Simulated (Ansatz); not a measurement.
This geometry of a periodic cell of 63 atoms, Si (host Si, host structure diamond, one Si atom removed), cell charge +2 is a first-order saddle point.

The calculation used DFT PBE-D3(BJ), scalar-relativistic, plane waves, PAW in Ansatz. Settings: PAW set soft_1, cutoff 420 eV, k mesh 1x1x1, fermi-dirac smearing 0.02 eV, no spin polarisation.

```xyz
63
Lattice="10.8600 0.0000 0.0000 0.0000 10.8600 0.0000 0.0000 0.0000 10.8600" Properties=species:S:1:pos:R:3
Si 5.436 0.003 0.003
Si 6.809 1.349 1.347
Si 8.209 2.652 -0.006
Si 9.512 4.052 1.348
Si 8.210 -0.004 2.650
Si 9.513 1.348 4.052
Si 0.678 -0.675 -0.681
Si 1.402 1.264 1.263
Si 2.730 2.728 -0.010
Si 4.082 4.077 1.381
Si 5.415 5.446 0.002
Si 6.785 6.779 1.381
Si 8.133 8.131 -0.010
Si 9.598 9.460 1.262
Si 2.730 -0.010 2.728
Si 4.082 1.382 4.075
Si 5.455 2.708 2.706
Si 6.787 4.074 4.074
Si 8.153 5.406 2.706
Si 9.479 6.779 4.075
Si 5.416 0.004 5.444
Si 6.785 1.382 6.779
Si 8.154 2.707 5.406
Si 9.479 4.076 6.779
Si 8.133 -0.010 8.131
Si 9.596 1.265 9.458
Si -0.002 5.424 0.003
Si 1.346 6.777 1.375
Si 2.617 8.244 0.045
Si 4.084 9.515 1.375
Si 0.006 2.652 2.651
Si 1.359 4.060 4.059
Si 2.737 5.430 2.726
Si 4.063 6.798 4.099
Si 5.432 8.124 2.726
Si 6.801 9.503 4.059
Si -0.002 0.003 5.424
Si 1.346 1.375 6.777
Si 2.737 2.726 5.428
Si 4.062 4.099 6.798
Si 5.430 5.431 5.431
Si 6.762 6.799 6.798
Si 8.135 8.124 5.428
Si 9.486 9.515 6.777
Si 2.621 0.047 8.240
Si 4.084 1.375 9.515
Si 5.431 2.726 8.123
Si 6.800 4.061 9.501
Si 8.135 5.430 8.123
Si 9.486 6.777 9.515
Si 0.010 8.131 2.728
Si 1.358 9.503 4.081
Si -0.002 5.445 5.445
Si 1.350 6.854 6.853
Si 2.704 8.157 5.453
Si 4.008 9.511 6.853
Si 0.011 2.728 8.130
Si 1.358 4.081 9.503
Si 2.703 5.453 8.157
Si 4.006 6.855 9.509
Si 5.408 8.158 8.156
Si 6.780 9.503 9.503
Si -0.046 8.241 8.241
```

Which two structures does it join? (They come from a converged band through this point; their orientation in space is the band's.)

The atom that moves furthest is Si7, by 2.33 Å; four of its nearest neighbours are Si8 2.35, Si14 2.35, Si26 2.35, Si29 3.82 Å at the first end and Si63 2.35, Si45 2.35, Si29 2.35, Si26 3.82 Å at the last.

First end point:

```xyz
63
Lattice="10.8600 0.0000 0.0000 0.0000 10.8600 0.0000 0.0000 0.0000 10.8600" Properties=species:S:1:pos:R:3
Si 5.437 0.002 0.001
Si 6.786 1.362 1.360
Si 8.153 2.709 0.018
Si 9.500 4.076 1.360
Si 8.151 0.019 2.708
Si 9.500 1.361 4.074
Si 0.008 -0.005 -0.006
Si 1.379 1.344 1.342
Si 2.712 2.727 0.001
Si 4.071 4.077 1.359
Si 5.421 5.442 0.018
Si 6.786 6.790 1.360
Si 8.135 8.149 0.002
Si 9.519 9.484 1.342
Si 2.713 0.002 2.725
Si 4.072 1.361 4.073
Si 5.430 2.721 2.718
Si 6.786 4.075 4.075
Si 8.141 5.431 2.719
Si 9.501 6.790 4.074
Si 5.421 0.020 5.439
Si 6.788 1.361 6.789
Si 8.143 2.721 5.431
Si 9.501 4.077 6.790
Si 8.136 0.001 8.148
Si 9.520 1.343 9.482
Si -0.001 5.425 0.001
Si 1.334 6.808 1.342
Si 2.708 8.155 -0.005
Si 4.055 9.529 1.342
Si -0.018 2.710 2.708
Si 1.356 4.075 4.075
Si 2.729 5.441 2.709
Si 4.071 6.790 4.074
Si 5.420 8.132 2.708
Si 6.786 9.505 4.073
Si 0.000 0.002 5.423
Si 1.333 1.345 6.805
Si 2.731 2.710 5.440
Si 4.073 4.077 6.788
Si 5.431 5.433 5.430
Si 6.787 6.791 6.789
Si 8.152 8.132 5.439
Si 9.518 9.529 6.805
Si 2.709 0.000 8.151
Si 4.055 1.344 9.527
Si 5.421 2.710 8.130
Si 6.786 4.075 9.505
Si 8.152 5.442 8.131
Si 9.518 6.808 9.527
Si -0.001 8.149 2.725
Si 1.356 9.505 4.074
Si -0.017 5.442 5.440
Si 1.379 6.808 6.806
Si 2.712 8.150 5.423
Si 4.055 9.483 6.806
Si 0.000 2.727 8.148
Si 1.356 4.077 9.504
Si 2.713 5.426 8.148
Si 4.055 6.808 9.482
Si 5.437 8.149 8.148
Si 6.786 9.505 9.505
Si 0.004 8.154 8.153
```

Last end point:

Only the atoms that move by more than 0.05 Å are listed.
```
Si7 1.352 -1.352 -1.352
```

How far does it lie above each of them?

0.50 eV above the first and 0.50 eV above the second. This is the barrier of this one path; another mechanism may lie lower. Limits of this set-up: coarse k mesh, no spin, though dangling bonds at a vacancy may carry it, a typed lattice constant that wasn't relaxed here, charged cell in a uniform background, uncorrected.

The run took 5.3 min on 4 threads of Arm Neoverse V1, on a shared host, peak memory 2.6 GiB.
